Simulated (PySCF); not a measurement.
Isomers of C8H7F3O, one conformer each; single-point electronic energies without zero-point terms and without any empirical dispersion term.

Computed with PySCF at PBE0/pcSseg-1, non-relativistic, each on one gas-phase PBE0-D3(BJ)/def2-SVP geometry that isn't relaxed in the solvent. The solvent is an IEF-PCM continuum (van der Waals radii × 1.2). The model holds no explicit solvent molecules, cavitation or dispersion.

```tsv
isomer	relative energy, gas (kcal/mol)	dipole (D)
`Oc1ccc(CC(F)(F)F)cc1`	0.0	2.61
`O=C([C@@H]1[C@H]2C=CC[C@H]21)C(F)(F)F`	39.0	3.56
```

Problem. How do the relative energies look in chloroform (ε = 4.711)?

Solution. 
```
                                 isomer  relative energy, solvent (kcal/mol)  E(solvent) − E(gas) (kcal/mol)  dipole in solvent (D)
                 `Oc1ccc(CC(F)(F)F)cc1`                                  0.0                            -5.9                   2.99
`O=C([C@@H]1[C@H]2C=CC[C@H]21)C(F)(F)F`                                 41.4                            -3.6                   4.18
```

The order is unchanged. Conformers: `[OH:1][c:2]1[cH:3][cH:4][c:5]([CH2:6][C:7]([F:8])([F:9])[F:10])[cH:11][cH:12]1` with H–O1–C2–C3 1°, C4–C5–C6–C7 -86°; `[O:1]=[C:2]([C@@H:3]1[C@H:4]2[CH:5]=[CH:6][CH2:7][C@@H:8]12)[C:9]([F:10])([F:11])[F:12]` with O1–C2–C3–C4 35°. `Oc1ccc(CC(F)(F)F)cc1` gains most from the continuum, while `O=C([C@@H]1[C@H]2C=CC[C@H]21)C(F)(F)F` has the largest gas-phase dipole. The gains span 2.3 kcal/mol, the gas-phase energies 39.0 kcal/mol.
